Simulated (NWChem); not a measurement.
Everything below was run with NWChem. System: 1,3-cyclohexadiene (C6H8), charge 0, spin multiplicity 1, at a geometry optimised with PBE/def2-SVP. Level: MP2/def2-SVP, 6 core orbitals frozen.

NWChem printed:

```
             Northwest Computational Chemistry Package (NWChem) 7.3.0
             --------------------------------------------------------

                                NWChem Input Module
                                -------------------

 Scaling coordinates for geometry "geometry" by  1.889725989
 (inverse scale =  0.529177249)

 Turning off AUTOSYM since
 SYMMETRY directive was detected!

                             Geometry "geometry" -> ""
                             -------------------------

 Output coordinates in angstroms (scale by  1.889725989 to convert to a.u.)

  No.       Tag          Charge          X              Y              Z
 ---- ---------------- ---------- -------------- -------------- --------------
    1 C                    6.0000    -0.38154300     1.37924000    -0.10706400
    2 C                    6.0000    -0.12209200     0.72299500    -1.26584900
    3 C                    6.0000     0.12209200    -0.72299500    -1.26584900
    4 C                    6.0000     0.38154300    -1.37924000    -0.10706400
    5 C                    6.0000     0.45904000    -0.61697000     1.19486300
    6 C                    6.0000    -0.45904000     0.61697000     1.19486300
    7 H                    1.0000    -0.60513600     2.45866400    -0.11008400
    8 H                    1.0000    -0.11614500     1.26347700    -2.22604400
    9 H                    1.0000     0.11614500    -1.26347700    -2.22604400
   10 H                    1.0000     0.60513600    -2.45866400    -0.11008400
   11 H                    1.0000     1.51973000    -0.29557400     1.34703900
   12 H                    1.0000     0.22298800    -1.27358600     2.05739100
   13 H                    1.0000    -0.22298800     1.27358600     2.05739100
   14 H                    1.0000    -1.51973000     0.29557400     1.34703900

 Effective nuclear repulsion energy (a.u.)     217.6272296907

            Nuclear Dipole moment (a.u.)
            ----------------------------
        X                 Y               Z
 ---------------- ---------------- ----------------
     0.0000000000    -0.0000000000     0.0000075589

      Symmetry information
      --------------------

 Group name             C2
 Group number              4
 Group order               2
 No. of unique centers     7

      Symmetry unique atoms

     1    2    5    7    8   11   12


 Summary of "ao basis" -> "" (spherical)
 ------------------------------------------------------------------------------
       Tag                 Description            Shells   Functions and Types
 ---------------- ------------------------------  ------  ---------------------
 *                          def2-svp                  on all atoms

 Summary of "ao basis" -> "ao basis" (spherical)
 ------------------------------------------------------------------------------
       Tag                 Description            Shells   Functions and Types
 ---------------- ------------------------------  ------  ---------------------
 C                          def2-svp                 6       14   3s2p1d
 H                          def2-svp                 3        5   2s1p

                                 NWChem SCF Module
                                 -----------------

  ao basis        = "ao basis"
  functions       =   124
  atoms           =    14
  closed shells   =    22
  open shells     =     0
  charge          =   0.00
  wavefunction    = RHF
  use symmetry    = T
  symmetry adapt  = T

 Summary of "ao basis" -> "ao basis" (spherical)
 ------------------------------------------------------------------------------
       Tag                 Description            Shells   Functions and Types
 ---------------- ------------------------------  ------  ---------------------
 C                          def2-svp                 6       14   3s2p1d
 H                          def2-svp                 3        5   2s1p

      Symmetry analysis of basis
      --------------------------

        a          62
        b          62

 Forming initial guess at       0.0s

      Superposition of Atomic Density Guess
      -------------------------------------

 Sum of atomic energies:        -229.74309525
[...]
   Bfn.  Coefficient  Atom+Function         Bfn.  Coefficient  Atom+Function
  ----- ------------  ---------------      ----- ------------  ---------------
     4      0.289300   1 C  px               46     -0.289300   4 C  px
     7      0.262652   1 C  px               49     -0.262652   4 C  px
    18      0.237659   2 C  px               32     -0.237659   3 C  px
    21      0.226202   2 C  px               35     -0.226202   3 C  px

 Vector   23  Occ=0.000000D+00  E= 1.148801D-01  Symmetry=b
              MO Center=  6.2D-15, -7.6D-15, -4.0D-01, r^2= 3.8D+00
   Bfn.  Coefficient  Atom+Function         Bfn.  Coefficient  Atom+Function
  ----- ------------  ---------------      ----- ------------  ---------------
     7      0.483775   1 C  px               49      0.483775   4 C  px
    21     -0.362380   2 C  px               35     -0.362380   3 C  px
     4      0.285307   1 C  px               46      0.285307   4 C  px
    59     -0.212924   5 C  s                73      0.212924   6 C  s
    18     -0.204567   2 C  px               32     -0.204567   3 C  px

 Vector   24  Occ=0.000000D+00  E= 1.777018D-01  Symmetry=a
              MO Center=  3.5D-16, -2.6D-16,  9.4D-01, r^2= 9.0D+00
   Bfn.  Coefficient  Atom+Function         Bfn.  Coefficient  Atom+Function
  ----- ------------  ---------------      ----- ------------  ---------------
    59      1.478203   5 C  s                73      1.478203   6 C  s
   111     -0.958902  12 H  s               116     -0.958902  13 H  s
   106     -0.735430  11 H  s               121     -0.735430  14 H  s
    86     -0.619356   7 H  s               101     -0.619356  10 H  s
    91     -0.503806   8 H  s                96     -0.503806   9 H  s

 Vector   25  Occ=0.000000D+00  E= 2.037981D-01  Symmetry=a
              MO Center=  4.9D-16, -2.8D-15, -7.3D-01, r^2= 8.9D+00
   Bfn.  Coefficient  Atom+Function         Bfn.  Coefficient  Atom+Function
  ----- ------------  ---------------      ----- ------------  ---------------
    59      1.094757   5 C  s                73      1.094757   6 C  s
    91      1.011926   8 H  s                96      1.011926   9 H  s
    17     -0.790592   2 C  s                31     -0.790592   3 C  s
   106     -0.764825  11 H  s               121     -0.764825  14 H  s
     3     -0.669498   1 C  s                45     -0.669498   4 C  s

 center of mass
 --------------
 x =   0.00000000 y =   0.00000000 z =  -0.05003568

 moments of inertia (a.u.)
 ------------------
         647.529481448552          93.983196311861           0.000000000000
          93.983196311861         391.289381728863           0.000000000000
           0.000000000000           0.000000000000         359.298238372383

  Mulliken analysis of the total density
  --------------------------------------

    Atom       Charge   Shell Charges
 -----------   ------   -------------------------------------------------------
    1 C    6     6.12   1.99  0.89  0.29  1.98  0.93  0.04
    2 C    6     6.06   1.99  0.88  0.25  2.00  0.89  0.04
    3 C    6     6.06   1.99  0.88  0.25  2.00  0.89  0.04
    4 C    6     6.12   1.99  0.89  0.29  1.98  0.93  0.04
    5 C    6     6.01   1.99  0.87  0.21  2.04  0.86  0.05
    6 C    6     6.01   1.99  0.87  0.21  2.04  0.86  0.05
    7 H    1     0.95   0.75  0.17  0.02
    8 H    1     0.95   0.75  0.18  0.02
    9 H    1     0.95   0.75  0.18  0.02
   10 H    1     0.95   0.75  0.17  0.02
   11 H    1     0.95   0.75  0.18  0.02
   12 H    1     0.96   0.75  0.18  0.02
   13 H    1     0.96   0.75  0.18  0.02
   14 H    1     0.95   0.75  0.18  0.02

       Multipole analysis of the density wrt the origin
       ------------------------------------------------

     L   x y z        total         open         nuclear
     -   - - -        -----         ----         -------
     0   0 0 0     -0.000000      0.000000     44.000000

     1   1 0 0     -0.000000      0.000000      0.000000
     1   0 1 0     -0.000000      0.000000     -0.000000
     1   0 0 1      0.166205      0.000000      0.000008

     2   2 0 0    -29.822675      0.000000     35.469079
     2   1 1 0     -0.800282      0.000000    -55.380857
     2   1 0 1      0.000000      0.000000     -0.000000
     2   0 2 0    -26.506072      0.000000    187.015556
     2   0 1 1     -0.000000      0.000000     -0.000000
     2   0 0 2    -26.084317      0.000000    209.007010

                   NWChem MP2 Semi-direct Energy/Gradient Module
                   ---------------------------------------------

  Basis functions       =    124
  Molecular orbitals    =    124
  Frozen core           =      6
  Frozen virtuals       =      0
  Active alpha occupied =     16
  Active beta occupied  =     16
  Active alpha virtual  =    102
  Active beta virtual   =    102
  Use MO symmetry       = T
  Use skeleton AO sym   = T

  AO/Fock/Back tols     =   1.0D-09  1.0D-09  1.0D-09

 GA uses MA = F    GA memory limited = T

 Available:
  local mem=  1.26D+08
 global mem=  1.44D+08
 local disk=  0.00D+00
  mp2_memr nvloc                   102
  nvloc new                   102
   1 passes of  16:        3145728                      72983                  42064066.
   1 passes of  16: M    126151049           G      144148448           F     123005321.

 Semi-direct pass number   1 of   1  for RHF alpha+beta  at        2.6s
  vrange nnbf                  7576
  mp2_eaftype                   160  avail_ma_in_mb                  1099
 EAF : mp2_eaftype filesize         160   21032033.
  mp2_eaf for mointskh                    160
Node 0 wrote     98.9 Mb in      0.0 s     Agg I/O rate:  3420.6 Mb/s
 Done moints_semi at        5.4s
  mp2_eaftype                   160  avail_ma_in_mb                   939
 EAF : mp2_eaftype filesize         160   21032033.
  mp2_eaf for kh                   160
 Done maket at        5.7s
 Done multipass loop at        5.7s

          -------------------------------------------
          SCF energy                -231.661452022804
          Correlation energy          -0.806378354946
          Singlet pairs               -0.513798724050
          Triplet pairs               -0.292579630897
          Total MP2 energy          -232.467830377751
          -------------------------------------------

          ---------------------------------------------------
                    Spin Component Scaled (SCS) MP2
          Same spin pairs                     -0.195053087264
          Same spin scaling factor             0.333333333333
          Opposite spin pairs                 -0.611325267682
          Opposite spin scaling fact.          1.200000000000
          SCS-MP2 correlation energy          -0.798608016973
          Total SCS-MP2 energy              -232.460060039777
          ---------------------------------------------------

 -----------------------
 Performance information
 -----------------------

 Timer overhead =  1.52D-07 seconds/call

               Nr. of calls         CPU time (s)                 Wall time (s)                GFlops
             ---------------    -------------------     ------------------------------   -------------------
Name         Min   Avg   Max    Min     Avg     Max     Min     Avg     Max   Mx/calls   Min     Max     Sum
mp2: moin     1     1     1    2.8     2.8     2.8      2.8     2.8     2.8     2.8      0.0     0.0     0.0
mp2: make     1     1     1   0.31    0.31    0.31     0.31    0.31    0.31    0.31      0.0     0.0     0.0
mp2: tota     1     1     1    3.2     3.2     3.2      3.2     3.2     3.2     3.2      0.0     0.0     0.0

 The average no. of pstat calls per process was 3.00D+00
 with a timing overhead of 4.57D-07s

 Task  times  cpu:        5.7s     wall:        5.7s

 Total times  cpu:        5.7s     wall:        5.7s
```

Task: Write an NWChem input that would produce this output.

Result: This is not unique; one that fits is 
```
start mol
memory heap 200 mb stack 900 mb global 1100 mb
geometry units angstroms nocenter noautoz
  C     -0.381543     1.379240    -0.107064
  C     -0.122092     0.722995    -1.265849
  C      0.122092    -0.722995    -1.265849
  C      0.381543    -1.379240    -0.107064
  C      0.459040    -0.616970     1.194863
  C     -0.459040     0.616970     1.194863
  H     -0.605136     2.458664    -0.110084
  H     -0.116145     1.263477    -2.226044
  H      0.116145    -1.263477    -2.226044
  H      0.605136    -2.458664    -0.110084
  H      1.519730    -0.295574     1.347039
  H      0.222988    -1.273586     2.057391
  H     -0.222988     1.273586     2.057391
  H     -1.519730     0.295574     1.347039
  symmetry group C2
end
basis spherical
  * library def2-svp
end
scf
  rhf
  nopen 0
  maxiter 100
  thresh 1e-7
  semidirect memsize 60000000 filesize 0
end
mp2
  freeze core 6
end
task mp2 energy
```
